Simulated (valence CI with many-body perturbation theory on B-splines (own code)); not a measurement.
Results of a calculation; reference values are marked as such.
Ho²⁸⁺: what each term of the Hamiltonian does

Level of theory: configuration interaction combined with many-body perturbation theory (CI+MBPT): three valence electrons over a frozen Dirac-Fock core [Kr], radial functions for each j: 9 s, 9 p, 10 d, 8 f, 5 g, 3 h, 1 i, with the one-electron correlation potential Σ1, the two-electron term Σ2, the three-electron term Σ3, Breit, model QED; selected CI, second order for the rest (own B-spline code, finite nucleus).

No measured spectrum was set against this ion. As an estimate, large intervals hold to a few tenths of a per cent, small ones and those within an open d or f shell to about a per cent. Only levels of the ground parity were solved; by the run's estimate the other parity begins above the list, which can be wrong where configurations are misplaced.

Each rung adds one term. CI alone is the Dirac-Coulomb CI over the frozen core; QED comes last and gives the full result, which names the levels. Energies are above (4d3/2^3) J=3/2 on the same rung, in cm⁻¹.

Levels are named by their leading jj configuration (3d3/2^4 stands for four electrons in 3d with j = 3/2), which in mixed levels can hold well under half, so a name can repeat and another be missing. Letters in brackets count levels of one name in rising energy.

```
                    Level  CI alone
(4d3/2^2 4d5/2) J=5/2 [a]     63388
    (4d3/2^2 4d5/2) J=3/2     82443
    (4d3/2^2 4d5/2) J=7/2     89133
    (4d3/2^2 4d5/2) J=9/2     95218
    (4d3/2^2 4d5/2) J=1/2     95124
(4d3/2^2 4d5/2) J=5/2 [b]    142649
(4d3/2 4d5/2^2) J=7/2 [a]    154492
    (4d3/2 4d5/2^2) J=9/2    164467
(4d3/2 4d5/2^2) J=3/2 [a]    175464
    (4d3/2 4d5/2^2) J=1/2    182424
   (4d3/2 4d5/2^2) J=11/2    193290
(4d3/2 4d5/2^2) J=5/2 [a]    196990
(4d3/2 4d5/2^2) J=5/2 [b]    207739
(4d3/2 4d5/2^2) J=7/2 [b]    216817
(4d3/2 4d5/2^2) J=3/2 [b]    248206
          (4d5/2^3) J=9/2    251394
```

Q: What do these energies become with core correlation, Breit and QED?

A: (4d3/2^2 4d5/2) J=5/2 [a] 62652 (-737); (4d3/2^2 4d5/2) J=3/2 81171 (-1271); (4d3/2^2 4d5/2) J=7/2 86459 (-2675); (4d3/2^2 4d5/2) J=9/2 91210 (-4008); (4d3/2^2 4d5/2) J=1/2 93278 (-1847); (4d3/2^2 4d5/2) J=5/2 [b] 139752 (-2897); (4d3/2 4d5/2^2) J=7/2 [a] 151614 (-2878); (4d3/2 4d5/2^2) J=9/2 160716 (-3751); (4d3/2 4d5/2^2) J=3/2 [a] 173385 (-2079); (4d3/2 4d5/2^2) J=1/2 180401 (-2023); (4d3/2 4d5/2^2) J=11/2 186769 (-6522); (4d3/2 4d5/2^2) J=5/2 [a] 191274 (-5716); (4d3/2 4d5/2^2) J=5/2 [b] 203123 (-4616); (4d3/2 4d5/2^2) J=7/2 [b] 210164 (-6653); (4d3/2 4d5/2^2) J=3/2 [b] 246784 (-1422); (4d5/2^3) J=9/2 246859 (-4534).

Q: How does the ionisation energy move along the ladder, and which term matters most?

A: CI alone 1027.1, + Σ1 1029.7, + Σ2 1031.3, + Σ3 1031.3, + Breit 1030.8, + QED 1030.8 eV. The largest step is Σ1, 2.6 eV. NIST lists 1029 ± 4 eV (theoretical).
